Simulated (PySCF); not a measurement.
**Electron correlation in Ag⁺ (silver, charge +1)**

[Kr] 4d10, closed-shell 1S. Computed with PySCF 2.14 in cc-pVDZ-PP with ECP28MDF, with a scalar-relativistic core potential. Frozen: 4s2 4p6; 10 electrons correlated.

Total MP2 correlation energy: -263.26 mhartree.

Same-spin part -96.84 and opposite-spin part -166.42 mhartree; SCS-MP2 scales them by 1/3 and 6/5 to -231.99 mhartree.

```
  level  correlation energy (mhartree)
   CCSD                        -252.25
    (T)                          -3.12
CCSD(T)                        -255.37
```

Diagnostics: T1 = 0.0018, D1 = 0.0025, largest double amplitude 0.022.

Problem. Is a single reference adequate?

Solution. Yes, within this model without spin-orbit coupling: T1 lies below 0.03 and no double amplitude reaches 0.07.
